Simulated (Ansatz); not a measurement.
Computed with B3LYP-D3(BJ)/def2-TZVP (Ansatz, a program for electronic structure). No frequencies were computed at this level.

Ansatz 0.2 input:
```yaml
crystal:
  periodic: [false, false, false]
  atoms:
    - { symbol: N, position_ang: [-2.175242, -0.018609, 0.08586] }
    - { symbol: C, position_ang: [-0.991957, -0.130145, -0.351929] }
    - { symbol: B, position_ang: [0.365066, 0.060558, 0.430791] }
    - { symbol: N, position_ang: [1.546549, 0.014271, -0.277374] }
    - { symbol: H, position_ang: [-2.225322, 0.219309, 1.07872] }
    - { symbol: H, position_ang: [-0.951208, -0.384764, -1.415318] }
    - { symbol: H, position_ang: [0.386563, 0.244905, 1.588968] }
    - { symbol: H, position_ang: [1.587325, -0.138038, -1.272619] }
    - { symbol: H, position_ang: [2.458226, 0.132515, 0.132902] }
basis:
  gaussian: { orbitals: def2-tzvp }
hamiltonian:
  xc: b3lyp
  dispersion: d3bj
relax:
  max_steps: 150
```

Output:

```
Functional definition: B3LYP
879 factors; their error is unknown
mean field evaluation 1: about -4766.9380 eV, gradient 7.3e1 eV
mean field evaluation 2: about -4756.8722 eV, gradient 9.7e1 eV
mean field evaluation 4: about -4777.2758 eV, gradient 7.3e0 eV
mean field evaluation 8: about -4777.3946 eV, gradient 1.4e-1 eV
mean field evaluation 16: about -4777.3897 eV, gradient 1.0e-4 eV
mean field -4777.38973612 eV, -175.5658345714 hartree, gradient 2.4e-5 eV, S^2 0.000000; 0 other end points of the search recorded, 0 dependent functions left out
reference -4777.38997399 eV, -175.5658433128 hartree; 15, 15 occupied and 139, 139 virtual orbitals, 879 factors
relax step   1: F+E_penalty+E_count = -4777.63270906 eV  Δ(F+E_penalty+E_count) = +0.000e0 eV  max|allowed force component| = 7.158e-1 eV/Å  Δτ_max = 0.0000 Å  (28 SCF iters, accepted)
these checks for a lower state are left out or cut short: starts, cluster_reference, orbital_swaps, neighbouring_geometries, increment
879 factors; their error is unknown
mean field -4777.40990035 eV, -175.5665755931 hartree, gradient 1.2e-5 eV, S^2 0.000000; 0 other end points of the search recorded, 0 dependent functions left out
reference -4777.41013825 eV, -175.5665843358 hartree; 15, 15 occupied and 139, 139 virtual orbitals, 879 factors
relax step   2: F+E_penalty+E_count = -4777.65289394 eV  Δ(F+E_penalty+E_count) = -2.018e-2 eV  max|allowed force component| = 3.164e-1 eV/Å  Δτ_max = 0.0410 Å  (33 SCF iters, accepted)
these checks for a lower state are left out or cut short: starts, cluster_reference, orbital_swaps, neighbouring_geometries, increment
879 factors; their error is unknown
mean field evaluation 32: about -4777.4153 eV, gradient 1.5e-5 eV
mean field -4777.41534923 eV, -175.5667758358 hartree, gradient 1.5e-5 eV, S^2 0.000000; 0 other end points of the search recorded, 0 dependent functions left out
reference -4777.41558715 eV, -175.5667845790 hartree; 15, 15 occupied and 139, 139 virtual orbitals, 879 factors
relax step   3: F+E_penalty+E_count = -4777.65862586 eV  Δ(F+E_penalty+E_count) = -5.732e-3 eV  max|allowed force component| = 1.664e-1 eV/Å  Δτ_max = 0.0690 Å  (31 SCF iters, accepted)
these checks for a lower state are left out or cut short: starts, cluster_reference, orbital_swaps, neighbouring_geometries, increment
879 factors; their error is unknown
mean field -4777.41551002 eV, -175.5667817448 hartree, gradient 1.4e-5 eV, S^2 0.000000; 0 other end points of the search recorded, 0 dependent functions left out
reference -4777.41574805 eV, -175.5667904922 hartree; 15, 15 occupied and 139, 139 virtual orbitals, 879 factors
relax step   4: F+E_penalty+E_count = -4777.65885428 eV  Δ(F+E_penalty+E_count) = -2.284e-4 eV  max|allowed force component| = 1.572e-1 eV/Å  Δτ_max = 0.0459 Å  (32 SCF iters, accepted)
these checks for a lower state are left out or cut short: starts, cluster_reference, orbital_swaps, neighbouring_geometries, increment
879 factors; their error is unknown
mean field -4777.41848107 eV, -175.5668909289 hartree, gradient 1.3e-5 eV, S^2 0.000000; 0 other end points of the search recorded, 0 dependent functions left out
reference -4777.41871908 eV, -175.5668996754 hartree; 15, 15 occupied and 139, 139 virtual orbitals, 879 factors
relax step   5: F+E_penalty+E_count = -4777.66176363 eV  Δ(F+E_penalty+E_count) = -2.909e-3 eV  max|allowed force component| = 3.782e-2 eV/Å  Δτ_max = 0.0192 Å  (32 SCF iters, accepted)
these checks for a lower state are left out or cut short: starts, cluster_reference, orbital_swaps, neighbouring_geometries, increment
879 factors; their error is unknown
mean field -4777.41873903 eV, -175.5669004086 hartree, gradient 1.3e-5 eV, S^2 0.000000; 0 other end points of the search recorded, 0 dependent functions left out
reference -4777.41897703 eV, -175.5669091551 hartree; 15, 15 occupied and 139, 139 virtual orbitals, 879 factors
relax step   6: F+E_penalty+E_count = -4777.66201461 eV  Δ(F+E_penalty+E_count) = -2.510e-4 eV  max|allowed force component| = 2.622e-2 eV/Å  Δτ_max = 0.0077 Å  (32 SCF iters, accepted)
these checks for a lower state are left out or cut short: starts, cluster_reference, orbital_swaps, neighbouring_geometries, increment
879 factors; their error is unknown
mean field -4777.41875640 eV, -175.5669010470 hartree, gradient 1.3e-5 eV, S^2 0.000000; 0 other end points of the search recorded, 0 dependent functions left out
reference -4777.41899445 eV, -175.5669097952 hartree; 15, 15 occupied and 139, 139 virtual orbitals, 879 factors
relax step   7: F+E_penalty+E_count = -4777.66202080 eV  Δ(F+E_penalty+E_count) = -6.183e-6 eV  max|allowed force component| = 1.882e-2 eV/Å  Δτ_max = 0.0027 Å  (34 SCF iters, accepted)
these checks for a lower state are left out or cut short: starts, cluster_reference, orbital_swaps, neighbouring_geometries, increment
879 factors; their error is unknown
mean field evaluation 64: about -4777.4188 eV, gradient 1.7e-4 eV
mean field -4777.41875432 eV, -175.5669009704 hartree, gradient 1.3e-5 eV, S^2 0.000000; 0 other end points of the search recorded, 0 dependent functions left out
reference -4777.41899234 eV, -175.5669097177 hartree; 15, 15 occupied and 139, 139 virtual orbitals, 879 factors
relax step   8: F+E_penalty+E_count = -4777.66203172 eV  Δ(F+E_penalty+E_count) = -1.092e-5 eV  max|allowed force component| = 2.472e-3 eV/Å  Δτ_max = 0.0010 Å  (32 SCF iters, accepted)
879 factors; their error is unknown
mean field -4777.41875432 eV, -175.5669009704 hartree, gradient 1.3e-5 eV, S^2 0.000000; 1 other end points of the search recorded, 0 dependent functions left out
reference -4777.41899234 eV, -175.5669097177 hartree; 15, 15 occupied and 139, 139 virtual orbitals, 879 factors
Total energy: -4777.66226975 eV, -175.5758499974 hartree
Atom 0 at    -2.179833    -0.047396     0.120464 Å, force     0.000795     0.000180    -0.000474 eV/Å
Atom 1 at    -1.009544    -0.111007    -0.384719 Å, force    -0.000206    -0.000178    -0.000203 eV/Å
Atom 2 at     0.339710     0.087637     0.395310 Å, force    -0.002472     0.001186     0.000944 eV/Å
Atom 3 at     1.552957    -0.001296    -0.273909 Å, force     0.001037    -0.000953    -0.001707 eV/Å
Atom 4 at    -2.118817     0.154209     1.123355 Å, force    -0.000072    -0.000581     0.000707 eV/Å
Atom 5 at    -0.982739    -0.324689    -1.462517 Å, force     0.000380     0.000181     0.000064 eV/Å
Atom 6 at     0.328404     0.316779     1.567786 Å, force     0.000820     0.000153    -0.000332 eV/Å
Atom 7 at     1.624342    -0.191987    -1.261417 Å, force     0.000110     0.000026     0.000403 eV/Å
Atom 8 at     2.445520     0.117753     0.175648 Å, force    -0.000394    -0.000013     0.000598 eV/Å
Dipole moment:     0.757701     0.013310    -0.062274 e Å
```

Cost: about 40 core-seconds (a rough figure).
